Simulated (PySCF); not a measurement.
A series of related molecules.

All values: PBE0/pcSseg-1 (PySCF) at GFN2-xTB geometries, gas phase, one conformer each.

Question: Rank by the highest IAO charge on any atom, highest value first.
A. `O=C(O)[Si@H](F)C/C=C\F`
B. `CN(C)[Si@@H](F)C/C=C\F`
C. `COC[Si@H](F)C/C=C\F`
D. `F/C=C\C[Si@@H](F)C(F)F`
E. `F/C=C\C[SiH2]F`

Answer: B (+1.305 e), C (+1.243 e), D (+1.213 e), A (+1.193 e), E (+1.105 e).

Question: Rank by LUMO energy, highest first.
A. `CN(C)[Si@@H](F)C/C=C\F`
B. `F/C=C\C[SiH2]F`
C. `O=C(O)[Si@H](F)C/C=C\F`
D. `COC[Si@H](F)C/C=C\F`
E. `CC#C[Si@@H](F)C/C=C\F`

Answer: A (0.35 eV), D (0.18 eV), B (0.00 eV), E (-0.29 eV), C (-1.17 eV).

Question: Rank by HOMO–LUMO gap, lowest first.
A. `C(/C[Si@@H](C#CC)F)=C/F`
B. `F[Si@H](N(C)C)C/C=C\F`
C. `COC[Si@H](F)C/C=C\F`
D. `FC([Si@H](F)C/C=C\F)(F)F`
E. `O=C(O)[Si@H](F)C/C=C\F`

Answer: E (6.19 eV), A (6.72 eV), B (6.92 eV), C (7.24 eV), D (7.98 eV).

All values together:

```tsv
SMILES	change	formula	μ (D)	HOMO (eV)	LUMO (eV)	lowest IAO charge (e)	highest IAO charge (e)	lowest Hirshfeld charge (e)	highest Hirshfeld charge (e)
F/C=C\C[SiH2]F	parent	C3H6F2Si	0.79	-7.21	0.00	-0.568 (C)	+1.105 (Si)	-0.213 (F)	+0.437 (Si)
O=C(O)[Si@H](F)C/C=C\F	H on Si replaced by COOH	C4H6F2O2Si	0.63	-7.36	-1.17	-0.568 (C)	+1.193 (Si)	-0.262 (O)	+0.452 (Si)
CC#C[Si@@H](F)C/C=C\F	H on Si replaced by propynyl	C6H8F2Si	1.64	-7.02	-0.29	-0.565 (C)	+1.233 (Si)	-0.210 (F)	+0.452 (Si)
F/C=C\C[Si@@H](F)C(F)(F)F	H on Si replaced by CF3	C4H5F5Si	4.12	-7.97	0.01	-0.575 (C)	+1.197 (Si)	-0.195 (F)	+0.417 (Si)
COC[Si@H](F)C/C=C\F	H on Si replaced by CH2OCH3	C5H10F2OSi	1.77	-7.06	0.18	-0.566 (C)	+1.243 (Si)	-0.215 (F)	+0.451 (Si)
CN(C)[Si@@H](F)C/C=C\F	H on Si replaced by NMe2	C5H11F2NSi	0.87	-6.57	0.35	-0.575 (C)	+1.305 (Si)	-0.206 (F)	+0.458 (Si)
F/C=C\C[Si@@H](F)C(F)F	H on Si replaced by CHF2	C4H6F4Si	1.88	-7.41	-0.23	-0.566 (C)	+1.213 (Si)	-0.206 (F)	+0.448 (Si)
```

Conformers: `[F:1]/[CH:2]=[CH:3]\[CH2:4][SiH2:5][F:6]` with C2–C3–C4–Si5 -99°, C3–C4–Si5–F6 -60°; `[O:1]=[C:2]([OH:3])[Si@H:4]([F:5])[CH2:6]/[CH:7]=[CH:8]\[F:9]` with O1–C2–O3–H -1°, O1–C2–Si4–F5 98°, C2–Si4–C6–C7 167°, Si4–C6–C7–C8 94°; `[CH3:1][C:2]#[C:3][Si@@H:4]([F:5])[CH2:6]/[CH:7]=[CH:8]\[F:9]` with C3–Si4–C6–C7 -55°, Si4–C6–C7–C8 96°; `[F:1]/[CH:2]=[CH:3]\[CH2:4][Si@@H:5]([F:6])[C:7]([F:8])([F:9])[F:10]` with C2–C3–C4–Si5 15°, C3–C4–Si5–F6 63°; `[CH3:1][O:2][CH2:3][Si@H:4]([F:5])[CH2:6]/[CH:7]=[CH:8]\[F:9]` with C1–O2–C3–Si4 180°, O2–C3–Si4–F5 179°, C3–Si4–C6–C7 170°, Si4–C6–C7–C8 101°; `[CH3:1][N:2]([CH3:3])[Si@@H:4]([F:5])[CH2:6]/[CH:7]=[CH:8]\[F:9]` with C1–N2–Si4–F5 -164°, N2–Si4–C6–C7 -50°, Si4–C6–C7–C8 109°; `[F:1]/[CH:2]=[CH:3]\[CH2:4][Si@@H:5]([F:6])[CH:7]([F:8])[F:9]` with C2–C3–C4–Si5 90°, C3–C4–Si5–F6 54°, C4–Si5–C7–F8 108°.

Give the shifts from the parent, `F/C=C\C[SiH2]F`.

```json
{"SMILES": "O=C(O)[Si@H](F)C/C=C\\F", "change in μ (D)": "-0.16", "change in HOMO (eV)": "-0.15", "change in LUMO (eV)": "-1.17"}
{"SMILES": "CC#C[Si@@H](F)C/C=C\\F", "change in μ (D)": "+0.85", "change in HOMO (eV)": "+0.19", "change in LUMO (eV)": "-0.29"}
{"SMILES": "F/C=C\\C[Si@@H](F)C(F)(F)F", "change in μ (D)": "+3.33", "change in HOMO (eV)": "-0.76", "change in LUMO (eV)": "+0.01"}
{"SMILES": "COC[Si@H](F)C/C=C\\F", "change in μ (D)": "+0.98", "change in HOMO (eV)": "+0.15", "change in LUMO (eV)": "+0.18"}
{"SMILES": "CN(C)[Si@@H](F)C/C=C\\F", "change in μ (D)": "+0.08", "change in HOMO (eV)": "+0.64", "change in LUMO (eV)": "+0.35"}
{"SMILES": "F/C=C\\C[Si@@H](F)C(F)F", "change in μ (D)": "+1.09", "change in HOMO (eV)": "-0.20", "change in LUMO (eV)": "-0.23"}
```
